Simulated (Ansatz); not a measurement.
`C=C(Br)BC` + H₂O → `C=C(O)Br` + `BC` at 700 K and 1 bar (formal hydrolysis of a C–B bond).

Calculated with Ansatz (gas phase, PBE0-D4/def2-TZVP geometries, no zero-point term in ΔE). CCSD(T)/CBS is the MP2 limit (def2-TZVPP, def2-QZVPP) plus CCSD(T) − MP2 in def2-TZVPP, frozen cores. This one scheme is used for every species. For Br outer-core shells are correlated without core-valence functions, which leaves a few kJ/mol of doubt a bond. Scalar relativity is left out up to krypton. Each species was taken in one conformer, which may not be the lowest.

| species | CCSD(T)/CBS energy (Eh) | H − E (kJ/mol) | S (J/(mol·K)) |
| --- | --- | --- | --- |
| `C=C(Br)BC` | -2715.86330 | 291.1 | 466.7 |
| H₂O | -76.37941 | 80.5 | 218.4 |
| `C=C(O)Br` | -2726.36773 | 175.3 | 376.7 |
| `BC` | -65.83255 | 189.6 | 311.0 |

H − E and S are ideal-gas, rigid-rotor, harmonic terms from PBE0-D4/def2-TZVP, for one conformer and one mirror image of each species. 1 Eh = 2625.50 kJ/mol, R = 8.31446 J/(mol·K).

Problem. By hand: ΔE, ΔH, ΔS and ΔG.

Solution. ΔE = (-2726.36773) + (-65.83255) − (-2715.86330) − (-76.37941) = 0.04243 Eh = 111.4 kJ/mol. Δ(H − E) = 175.3 + 189.6 − 291.1 − 80.5 = -6.7, so ΔH = 104.7 kJ/mol. ΔS = 376.7 + 311.0 − 466.7 − 218.4 = 2.6 J/(mol·K). ΔG = 104.7 − 700 × (2.6)/1000 = 102.9 kJ/mol.

Problem. By hand: the equilibrium constant, and the temperature at which ΔG would vanish if ΔH and ΔS stayed fixed.

Solution. log₁₀ K = −ΔG/(RT ln 10) = -7.7. ΔG = 0 at ΔH/ΔS = 40269 K, far beyond where these terms or the molecules hold.

The number of gas molecules stays the same, so ΔS is small and ΔH decides. A doubt of 5 kJ/mol in ΔE shifts log₁₀ K by 0.4 here. Other conformers and mirror images would add mixing entropy, several J/(mol·K) or more a flexible species. Modes under 60 cm⁻¹, often nearly free rotors, make the harmonic entropy too high. These are equilibria of isolated gas molecules and say nothing of rates. Largest T1 diagnostic: 0.010 (customary marks: 0.02 for closed shells, 0.045 for open ones).
